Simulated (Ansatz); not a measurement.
Ansatz (a program for electronic structure) input:

Ansatz 0.2 input:
```yaml
crystal:
  periodic: [false, false, false]
  atoms:
    - {symbol: Si, position_ang: [-0.37602088, 0.42388213, 1.20625302]}
    - {symbol: Br, position_ang: [0.94016301, -0.93238406, -0.36411320]}
    - {symbol: Cl, position_ang: [-1.62596546, 1.57053485, -0.24374003]}
basis:
  gaussian:
    orbitals: def2-SVPD
total_charge: -1
magnetization: {spin_polarized: true, initial_magnetization: 1}
correlation: {method: ccsd_t, electrons: outside_noble_gas}
output: {forces: true}
```

Question: Which total energy does the run end on?

Answer: -3320.81443 Eh (CCSD(T)/def2-SVPD). The basis has 92 functions.
